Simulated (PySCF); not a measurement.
Molfile (atoms numbered from 1):
```
C4H10OSi2
     RDKit          3D

 17 17  0  0  0  0  0  0  0  0999 V2000
    2.8672   -1.0744    0.2146 Si  0  0  0  0  0  4  0  0  0  0  0  0
    1.4558   -0.7117   -0.4928 O   0  0  0  0  0  0  0  0  0  0  0  0
    0.0555   -0.0349   -0.9524 Si  0  0  0  0  0  4  0  0  0  0  0  0
   -1.4656   -0.9375   -0.2448 C   0  0  0  0  0  0  0  0  0  0  0  0
   -2.1726    0.1160    0.5568 C   0  0  0  0  0  0  0  0  0  0  0  0
   -1.6419    1.3239    0.6425 C   0  0  0  0  0  0  0  0  0  0  0  0
   -0.3480    1.6023   -0.0650 C   0  0  0  0  0  0  0  0  0  0  0  0
    3.1062   -2.4783   -0.1104 H   0  0  0  0  0  0  0  0  0  0  0  0
    3.8716   -0.1835   -0.3643 H   0  0  0  0  0  0  0  0  0  0  0  0
    2.7276   -0.8610    1.6551 H   0  0  0  0  0  0  0  0  0  0  0  0
    0.1398    0.0415   -2.4101 H   0  0  0  0  0  0  0  0  0  0  0  0
   -2.1355   -1.3285   -1.0117 H   0  0  0  0  0  0  0  0  0  0  0  0
   -1.2079   -1.7831    0.3964 H   0  0  0  0  0  0  0  0  0  0  0  0
   -3.0985   -0.1467    1.0492 H   0  0  0  0  0  0  0  0  0  0  0  0
   -2.1025    2.1213    1.2093 H   0  0  0  0  0  0  0  0  0  0  0  0
    0.4143    1.8977    0.6590 H   0  0  0  0  0  0  0  0  0  0  0  0
   -0.4725    2.4489   -0.7413 H   0  0  0  0  0  0  0  0  0  0  0  0
  1  2  1  0
  2  3  1  0
  3  4  1  0
  4  5  1  0
  5  6  2  0
  6  7  1  0
  7  3  1  0
  1  8  1  0
  1  9  1  0
  1 10  1  0
  3 11  1  0
  4 12  1  0
  4 13  1  0
  5 14  1  0
  6 15  1  0
  7 16  1  0
  7 17  1  0
M  END
```

Geometry: GFN2-xTB; GIAO absolute shieldings from PySCF 2.14.0 with density-fitted response routines, gas phase, non-relativistic, averaged over equivalent atoms.

At B3LYP/MINI (53 basis functions, 5.4 s wall time on 1 thread of an Arm Neoverse V2, shared host):
| atoms | σ (ppm) |
| --- | --- |
| Si3 | 616.0 |
| Si1 | 676.4 |
| O2 | 550.5 |
| C5/C6 | 106.5 |
| C4/C7 | 201.4 |
| H14/H15 | 24.40 |
| H11 | 27.26 |
| H8/H9/H10 | 27.46 |
| H12/H17 | 29.23 |
| H13/H16 | 29.56 |

Task: What do these become at PBE0/pcSseg-1?

Result: 
| atoms | σ at PBE0/pcSseg-1 | change |
| --- | --- | --- |
| Si3 | 342.2 | -273.8 |
| Si1 | 393.6 | -282.8 |
| O2 | 317.4 | -233.1 |
| C5/C6 | 49.2 | -57.3 |
| C4/C7 | 164.3 | -37.1 |
| H14/H15 | 25.61 | +1.21 |
| H11 | 26.19 | -1.07 |
| H8/H9/H10 | 26.55 | -0.91 |
| H12/H17 | 30.11 | +0.88 |
| H13/H16 | 30.16 | +0.60 |

The largest change is at Si1 (silicon bonded to O, 3 H). Cost: 183 basis functions, 30 s wall time on 1 thread of an Arm Neoverse V1, shared host.
